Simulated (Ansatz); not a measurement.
Isolated molecules relaxed with PBE0-D4/def2-TZVP in Ansatz; ΔE leaves out vibrations. CBS: MP2 limit from def2 TZ/QZ plus the TZ coupled-cluster correction, frozen cores. This one scheme is used for every species. DFT in def2-TZVPP. B3LYP here is the variant with VWN-RPA as its local correlation; programs differ in this. Open shells (•) are unrestricted, without spin–orbit coupling. Each species was taken in one conformer, which may not be the lowest.

Reaction (homolysis of the O–Si bond): `O[SiH2]C[SiH](O)O` → `[OH]`• + `O[SiH]C[SiH2]O`•

`O[SiH2]C[SiH](O)O`:

```xyz
14

O     1.753   -0.944   -0.621
Si    0.198   -1.504   -0.828
C    -0.835   -0.573    0.393
Si   -0.594    1.280    0.388
O    -0.523    1.695    1.979
O     0.748    1.725   -0.442
H     2.457   -1.398   -1.086
H     0.174   -2.976   -0.596
H    -0.255   -1.256   -2.225
H    -0.602   -0.933    1.401
H    -1.891   -0.799    0.208
H    -1.710    2.001   -0.272
H    -0.366    2.619    2.181
H     1.448    1.061   -0.480
```

`[OH]`•:

Cartesian coordinates in Å:
```
O -0.165 -0.010 -0.458
H 0.165 0.010 0.458
```

`O[SiH]C[SiH2]O`•:

Cartesian coordinates in Å:
```
O 1.276 -1.362 0.723
Si -0.380 -1.360 0.956
C -1.074 -0.321 -0.422
Si -0.116 1.277 -0.664
O 1.457 0.949 -1.003
H 1.809 -1.815 1.379
H -0.686 -0.749 2.292
H -2.118 -0.091 -0.177
H -1.070 -0.884 -1.361
H -0.267 2.089 0.578
H -0.647 2.054 -1.812
H 1.814 0.214 -0.490
```

**Question.** What is ΔE at CCSD(T)/CBS? (Estimate.)

**Answer.** The calculation gave: +5.94 eV.

**Question.** What do these levels give: PBE-D4, r2SCAN-D4, PBE0-D4, B3LYP-D4, ωB97X-V, ωB97M-V, PBE, B3LYP, HF/def2-TZVPP, MP2/def2-TZVPP, CCSD/def2-TZVPP, CCSD(T)/def2-TZVPP? (Estimate.)

**Answer.** Computed: PBE-D4 5.67, r2SCAN-D4 5.62, PBE0-D4 5.63, B3LYP-D4 5.63, ωB97X-V 5.84, ωB97M-V 5.92, PBE 5.63, B3LYP 5.57, HF/def2-TZVPP 4.43, MP2/def2-TZVPP 6.10, CCSD/def2-TZVPP 5.69, CCSD(T)/def2-TZVPP 5.78 eV.

Largest T1 diagnostic among the species: 0.013.

In def2-TZVPP, CCSD(T) changes the Hartree–Fock value by +1.35 eV (the triples alone add +0.09 eV) and MP2 by +1.67 eV; breaking electron pairs costs correlation energy, which Hartree–Fock lacks. The D4 term adds +0.06 eV with B3LYP and +0.03 eV with PBE0; it sums over pairs of atoms, weighted by their polarisabilities, and B3LYP, whose exchange is more repulsive, gets the larger term.
